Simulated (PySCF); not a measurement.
Gas-phase reaction: GaCl3 + 4 H → GaH2Cl + 2 HCl

Method: PySCF energies plus ideal-gas RRHO corrections (1 bar). † marks an energy on the PBE0/def2-TZVP geometry and frequencies; other levels use their own. MP2 and CCSD(T) freeze the core. Open shells (unrestricted): H (multiplicity 2); the rest are closed-shell singlets. Ga: all electrons, no relativistic terms. GaH2Cl: computed as isolated molecules; such fragments, hydroxides, amides, oligomers or adducts are transient or little studied in the gas. MP2 isn't extrapolated to the basis-set limit; its ΔH°(298 K) is -570.9 kJ in def2-SVP and -616.6 kJ in def2-TZVPP. CCSD(T) isn't extrapolated to the basis-set limit; its ΔH°(298 K) is -628.8 kJ in def2-SVP and -673.8 kJ in def2-TZVPP. The harmonic model lacks anharmonicity and excited electronic states, which grow with temperature; levels with a mode under 35 cm⁻¹ are left out.

| level | ΔE electronic, kJ | ΔH°(298 K), kJ | ΔS°(298 K), J/K | ΔG°(1000 K), kJ |
|---|---|---|---|---|
| CCSD(T)/def2-TZVPP† | -724 | -674 | -146 | -505 |
| HF/def2-TZVP† | -517 | -467 | -146 | -298 |
| M06-2X/def2-TZVP† | -684 | -633 | -146 | -465 |
| MP2/def2-TZVPP† | -667 | -617 | -146 | -448 |
| PBE/def2-SVP | -674 | -625 | -147 | -456 |
| PBE/def2-TZVP† | -696 | -646 | -146 | -478 |
| PBE0/def2-SVP† | -676 | -626 | -146 | -457 |
| PBE0/def2-TZVP | -692 | -642 | -146 | -473 |
ΔH° is lowest at CCSD(T)/def2-TZVPP† and highest at HF/def2-TZVP†. No reference value is set beside these.
